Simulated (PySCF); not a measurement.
aminoborane (BH₄N), SMILES BN. Coordinates come from a PBE-D3(BJ)/def2-TZVP optimisation.

Problem. Give the equilibrium geometry at PBE-D3(BJ)/def2-TZVP (PySCF confirms it by a frequency run) as Cartesian coordinates in Å, and its point group. (An estimate is asked for; the answer gives what the named calculation found.)

Solution. point group C2v.
```xyz
6

B      0.0000     0.0000    -0.7807
N      0.0000     0.0000     0.6121
H      0.0000     1.0536    -1.3608
H      0.0000    -1.0536    -1.3608
H      0.0000    -0.8476     1.1702
H      0.0000     0.8476     1.1702
```
Charge 0, spin multiplicity 1.
